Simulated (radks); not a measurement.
These are the eigenvalues of the occupied orbitals of an atom or ion with whole-number occupations (hartree). All-electron calculation, scalar-relativistic Kohn-Sham, BLYP, spin-polarised, spherical densities, finite nucleus; Fermi nuclear charge, rms radius of each element as measured or else 0.836 A^(1/3) + 0.57 fm. Program: a radial shooting solver on a logarithmic mesh with Libxc functionals.

| orbital | eigenvalue |
|---|---|
| 1s up | -2547.159 |
| 1s down | -2547.030 |
| 2s up | -554.1268 |
| 2s down | -554.0393 |
| 2p up | -505.1552 |
| 2p down | -505.0286 |
| 3s up | -217.3715 |
| 3s down | -217.0273 |
| 3p up | -202.7636 |
| 3p down | -202.4181 |

Which element is it, and in what charge state? The configuration may be excited. Open shells, if any, are filled with parallel spins first.

Answer. Z = 72, hafnium, charge +55: Hf55+ in [Ne] 3s2 3p5. The list shows which subshells hold electrons but not how many an open one holds; the 1s level, -2547.2 hartree, gives Z - s = 71.4 by -(Z - s)^2/2, which with screening and relativity narrows Z to a few neighbours, and the depths of the outer levels then fix element, charge and occupations together.
